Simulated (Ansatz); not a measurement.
CH7FOSi2 can be A, `CO[SiH](F)[SiH3]`, or B, `OC(F)[SiH2][SiH3]`.

Computed with Ansatz on PBE0-D4/def2-TZVP structures; ΔE is electronic, products minus reactants. CCSD(T)/CBS adds triple-zeta CCSD(T) − MP2 to the extrapolated MP2 energy (def2 sets, frozen cores). DFT in def2-TZVPP. B3LYP here is the variant with VWN-RPA as its local correlation; programs differ in this. One conformer a species, not always the lowest.

Question: Which is lower in electronic energy at CCSD(T)/CBS, and by how much? (Best estimate.)

Answer: The calculation gave: A, by 73.4 kcal/mol.

Question: Give E(B) − E(A) in kcal/mol with MP2/def2-TZVPP, CCSD/def2-TZVPP, B2PLYP, ωB97M-V, PBE0-D4, B3LYP, PBE-D4. (Estimate.)

Answer: Computed: MP2/def2-TZVPP 75.3, CCSD/def2-TZVPP 73.3, B2PLYP 73.5, ωB97M-V 71.0, PBE0-D4 68.2, B3LYP 71.9, PBE-D4 65.5. None reverses the order clearly.

Largest T1 diagnostic: 0.013.

From PBE to PBE0 (25 % exact exchange), in def2-TZVPP and without D4, E(B) − E(A) moves by +2.7 kcal/mol. In def2-TZVPP, CCSD(T) changes the Hartree–Fock value by −5.1 kcal/mol (the triples alone add −1.0 kcal/mol) and MP2 by −2.1 kcal/mol.
